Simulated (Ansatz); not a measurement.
`C[Si](C)(C)[N]([SiH3])[GeH3]`, charge 0, multiplicity 1.

Problem. Give a relaxed structure at PBE0-D4/def2-TZVP (Ansatz). (An estimate is asked.)

Solution. The calculation gave: 
```xyz
22

C     0.076   -0.586    2.151
Si    0.049    0.438    0.586
C    -1.425    1.590    0.621
C     1.624    1.443    0.473
N    -0.069   -0.646   -0.778
Si   -0.144   -2.360   -0.614
Ge   -0.118    0.032   -2.499
H     0.150    0.078    3.017
H    -0.834   -1.180    2.269
H     0.932   -1.265    2.184
H    -1.479    2.206   -0.280
H    -2.357    1.024    0.697
H    -1.370    2.266    1.479
H     2.500    0.790    0.461
H     1.649    2.055   -0.433
H     1.716    2.118    1.328
H     1.063   -2.927    0.049
H    -1.332   -2.811    0.164
H    -0.239   -2.943   -1.982
H     1.078   -0.503   -3.307
H    -1.431   -0.383   -3.187
H    -0.040    1.565   -2.400
```
Point group Cs.
This is one stationary point; other conformers may exist.
